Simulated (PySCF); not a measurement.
Energy of Co²⁺ (cobalt, charge +2) between two integer charges

The 3d beta orbital of [Ar] 3d7 is emptied in steps (occupation f), with all orbitals relaxed, ending at [Ar] 3d6. All numbers are calculated (PySCF 2.14, no relativity, point nucleus, in def2-SVP (5s3p2d1f, 31 functions)). The exact energy is a straight line in f; departures are measured from the line between the end points of the same method.

**Question.** Among PBE0, r2SCAN, LC-wPBE, which shows the largest delocalisation error (convex curve), and which is closest to linear?

**Answer.** Most convex: r2SCAN (-1.998 eV at f = 0.4); closest to linear: LC-wPBE (-0.870 eV).

```tsv
f	PBE0 (eV)	r2SCAN (eV)	LC-wPBE (eV)
1	0.000	0.000	0.000
0.8	-0.951	-1.320	-0.565
0.6	-1.434	-1.989	-0.859
0.4	-1.442	-1.998	-0.870
0.2	-0.966	-1.338	-0.588
0	0.000	0.000	0.000
```

```tsv
method	E(f=0) − E(f=1) (eV)	−ε at f=1 (eV)	−ε at f=0.4 (eV)
PBE0	34.232	28.320	35.398
r2SCAN	34.329	26.117	35.950
LC-wPBE	34.542	31.063	35.206
```

Reference removal energy between the ground levels: 33.5 ± 0.06 eV (semi-empirical (NIST evaluation); NIST Atomic Spectra Database, ionization energies). The calculation has no spin-orbit coupling. The determinant left behind need not be the lowest term of the ion.
